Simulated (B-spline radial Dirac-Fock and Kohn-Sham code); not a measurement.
The computed values come from a radial B-spline solver: multi-electron Dirac-Fock with separately optimised hole states, Breit and Lamb-shift corrections added in first order. Correlation energy is missing from these numbers.

Q: Identify the element and charge state from the binding energies below (tabulated ground configuration; the least bound level is included).

| level | binding energy (eV) |
| --- | --- |
| 1s | 71268.5 |
| 2s | 16658.7 |
| 2p | 15425.2 |

A: Hf⁶³⁺: Z = 72 with 9 electrons, [He] 2s2 2p5. The hydrogen-like estimate √(E/Ry) = 72.4 for the K level lies 0.4 above Z (screening lowers it, relativity raises it); the outermost level, at 15425.2 eV, fixes the charge.
